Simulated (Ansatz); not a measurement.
# Scan of the C1–H5 bond length

CH4AlI (SMILES [CH3][AlH][I]), singlet, at its PBE0-D4/def2-TZVP minimum:

```xyz
7
angstrom
C -0.7776 0.4668 -0.3206
Al 0.9113 -0.3607 0.1564
I 0.9614 -2.1126 1.9151
H -0.7276 1.5496 -0.1656
H -1.6159 0.0752 0.2578
H -0.9900 0.3114 -1.3836
H 2.2995 0.0023 -0.5053
```

The bond length C1–H5 (1.091 Å at the minimum) is set to the values below, the two halves moving rigidly along the bond. Each method's energies count from its own value at the PBE0-D4 minimum structure. Program: Ansatz 0.2.0. Basis: def2-TZVPP. Cores are frozen in the correlated methods. Filled d shells of the heavier atoms are correlated. Core potentials replace the inner electrons of the atoms past krypton. The def2 sets are not built for correlating such inner shells, so the correlated values are less sure here. B3LYP uses VWN-RPA correlation.

```tsv
bond length (Å)	CCSD(T) (eV)	PBE-D4 (eV)	PBE0-D4 (eV)	B3LYP-D4 (eV)
0.982	?	0.267	0.245	0.236
1.004	?	0.167	0.149	0.143
1.036	0.056	0.067	0.055	0.052
1.073	?	0.009	0.005	0.005
1.115	0.009	0.004	0.010	0.010
1.160	0.069	0.055	0.071	0.072
1.207	0.180	0.156	0.184	0.183
1.257	0.338	0.303	0.345	0.341
1.309	0.533	0.486	0.544	0.534
```

Problem. Fill in the withheld CCSD(T) values. (An estimate is asked for; the value comes from the calculation.)

Solution. By the calculation: 0.246 eV at 0.982 Å; 0.150 eV at 1.004 Å; 0.006 eV at 1.073 Å. These count from the CCSD(T) energy at the PBE0-D4 minimum.

Largest difference from the CCSD(T) curve over the scan: r2SCAN-D4 0.004; wB97M-V 0.019; HF 0.082; MP2 0.037 eV. Each curve counts from its own value at the minimum.

No T1 diagnostic of these runs exceeds 0.009.

For scale, one of the runs: CCSD(T)/def2-TZVPP, 179 basis functions (an equivalent command: `ansatz run in.yaml --threads 4`). Time: 36 s of wall clock on 4 CPU threads; the host was shared. Peak host memory: 1.8 GiB.
